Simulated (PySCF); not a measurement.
Molecule: C₃H₁₀O₄Si, net charge 0, singlet state. SMILES: CO[Si](O)(OC)OC
Coordinates optimised at B3LYP-D3(BJ)/def2-TZVP (Ansatz):
```xyz
18

C      0.6237     2.1234     1.4500
O     -0.3047     1.4258     0.6319
Si     0.0508     0.1283    -0.2827
O      1.0024     0.4475    -1.5758
O     -1.3558    -0.4583    -0.8586
C     -2.5043    -0.7094    -0.0593
O      0.8735    -0.9057     0.6699
C      1.5134    -2.0897     0.2152
H      0.0768     2.8870     2.0027
H      1.3917     2.6096     0.8423
H      1.1071     1.4461     2.1574
H      0.5728     0.7890    -2.3636
H     -3.2974    -1.0681    -0.7147
H     -2.8374     0.2019     0.4422
H     -2.2975    -1.4730     0.6956
H      2.2211    -1.8692    -0.5869
H      0.7810    -2.8154    -0.1491
H      2.0513    -2.5254     1.0568
```
Charge 0, spin multiplicity 1.

Dispersion corrections to the total energy (kcal/mol) from the dftd3 and dftd4 libraries through PySCF: D3(BJ) without and D4 with the three-body term, each with the damping fitted for the functional named.

```json
[
 {"functional": "HF", "D3(BJ)": "-63.18", "D4": "-32.75"},
 {"functional": "B2PLYP", "D3(BJ)": "[?]", "D4": "-6.75"},
 {"functional": "BLYP", "D3(BJ)": "-18.52", "D4": "-20.71"},
 {"functional": "TPSSh", "D3(BJ)": "[?]", "D4": "-11.79"},
 {"functional": "PBE0", "D3(BJ)": "-7.83", "D4": "[?]"},
 {"functional": "CAM-B3LYP", "D3(BJ)": "-7.22", "D4": "-8.29"},
 {"functional": "HSE06", "D3(BJ)": "-6.16", "D4": "-7.63"}
]
```

Problem. Complete the blanks.

Solution. 
- B2PLYP, D3(BJ): -7.15
- TPSSh, D3(BJ): -10.42
- PBE0, D4: -8.19
